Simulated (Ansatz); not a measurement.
Geometry optimisation, Ansatz, RKS B3LYP-D4/def2-SVP.

input.yaml

```yaml
crystal:
  periodic: [false, false, false]
  atoms:
    - { symbol: Si, position_ang: [0.004606, 0.307434, 0.13723] }
    - { symbol: "N", position_ang: [-0.087672, 0.272373, 1.907357] }
    - { symbol: H, position_ang: [-1.020412, 0.09954, 2.281317] }
    - { symbol: H, position_ang: [0.321909, 1.076985, 2.379822] }
    - { symbol: F, position_ang: [1.514451, 0.45211, -0.359138] }
    - { symbol: F, position_ang: [-0.750988, 1.596271, -0.469795] }
    - { symbol: F, position_ang: [-0.760279, -0.958933, -0.482778] }
    - { symbol: O, position_ang: [1.300829, -2.116503, 1.009152] }
    - { symbol: Si, position_ang: [0.524559, -3.578099, 0.750405] }
    - { symbol: H, position_ang: [0.86178, -3.989567, -0.63967] }
    - { symbol: H, position_ang: [1.007228, -4.617754, 1.71481] }
    - { symbol: H, position_ang: [-0.9586, -3.463567, 0.9093] }
    - { symbol: H, position_ang: [1.105588, -1.640891, 1.848889] }
basis:
  gaussian: { orbitals: def2-SVP }
hamiltonian:
  xc: b3lyp
  dispersion: d4
relax:
  f_tol: 0.03
  max_steps: 50
```

Run as:

```bash
$ ansatz run input.yaml --threads 4 --pin off --max-ram 5120MiB --backend cpu --events-out ev --progress --plain --runs-dir out
```

Task: Where does it end, and by what steps?

Result: The run converged. After 21 steps the energy has fallen by 0.116 eV; O8 moved furthest, 0.59 Å.

```
step  energy less start (eV)  largest force component (eV/Å)  accepted
   0                  0.0000                           1.411       yes
   1                 -0.0505                           0.722       yes
   2                 -0.0691                           0.441       yes
   3                 -0.0900                           0.189       yes
   4                 -0.0971                           0.135       yes
   5                 -0.1024                           0.242       yes
   6                 -0.1051                           0.149       yes
   7                 -0.1079                           0.140       yes
   8                 -0.1090                           0.100       yes
   9                 -0.1102                           0.048       yes
  10                 -0.1108                           0.046       yes
  11                 -0.1114                           0.047       yes
  12                 -0.1121                           0.039       yes
  13                 -0.1126                           0.070       yes
  14                 -0.1132                           0.115       yes
  15                 -0.1136                           0.150       yes
  16                 -0.1142                           0.133       yes
  17                 -0.1148                           0.091       yes
  18                 -0.1152                           0.079       yes
  19                 -0.1154                           0.079       yes
  20                 -0.1155                           0.057       yes
  21                 -0.1156                           0.024       yes
```

```xyz
13
Properties=species:S:1:pos:R:3
Si -0.024 0.444 0.019
N -0.038 0.120 1.695
H -0.897 -0.226 2.118
H 0.429 0.776 2.318
F 1.447 0.904 -0.400
F -1.037 1.590 -0.463
F -0.447 -0.888 -0.764
O 1.492 -2.357 1.513
Si 0.501 -3.563 0.937
H 0.567 -3.701 -0.547
H 0.932 -4.855 1.543
H -0.926 -3.303 1.321
H 1.064 -1.501 1.698
```

Whether the end is a true minimum wasn't checked by a vibrational analysis.

Run time: 54 s on 4 threads of Arm Neoverse V1, with other jobs on the host, peak memory 0.37 GiB.
